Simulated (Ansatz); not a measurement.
`[CH3][AlH][CH2]Br` + `O[SiH2]O` → `[CH3][AlH][O][SiH2]O` + `CBr`  (ligand exchange at the Al–C bond)

Isolated molecules relaxed with PBE0-D4/def2-TZVP in Ansatz; ΔE leaves out vibrations. CCSD(T)/CBS adds triple-zeta CCSD(T) − MP2 to the extrapolated MP2 energy (def2 sets, frozen cores). DFT in def2-TZVPP. B3LYP here is the variant with VWN-RPA as its local correlation; programs differ in this. For Br outer-core shells are correlated without core-valence functions, which leaves a few kJ/mol of doubt a bond. Scalar relativity is left out up to krypton. Each species was taken in one conformer, which may not be the lowest.

Problem. Is it downhill or uphill in electronic energy at CCSD(T)/CBS, and by how much? (Best estimate.)

Solution. Computed: Downhill: ΔE = -166.3 kJ/mol.

Problem. What do these levels give: PBE-D4, B3LYP-D4, ωB97X-V, B2PLYP, PBE, PBE0, MP2/def2-TZVPP, SCS-MP2/def2-TZVPP, CCSD(T)/def2-TZVPP, HF/def2-QZVPP, SCS-MP2/def2-QZVPP, MP2/CBS(def2)? (Estimate.)

Solution. The calculation gave: PBE-D4 -155.3, B3LYP-D4 -171.2, ωB97X-V -167.1, B2PLYP -173.8, PBE -156.5, PBE0 -161.3, MP2/def2-TZVPP -170.3, SCS-MP2/def2-TZVPP -174.3, CCSD(T)/def2-TZVPP -169.0, HF/def2-QZVPP -189.9, SCS-MP2/def2-QZVPP -173.5, MP2/CBS(def2) -167.6 kJ/mol.

Largest T1 diagnostic among the species: 0.012.

In def2-TZVPP, CCSD(T) changes the Hartree–Fock value by +19.0 kJ/mol (the triples alone add +3.0 kJ/mol) and MP2 by +17.7 kJ/mol. From PBE to PBE0 (25 % exact exchange), in def2-TZVPP and without D4, ΔE moves by −4.8 kJ/mol.
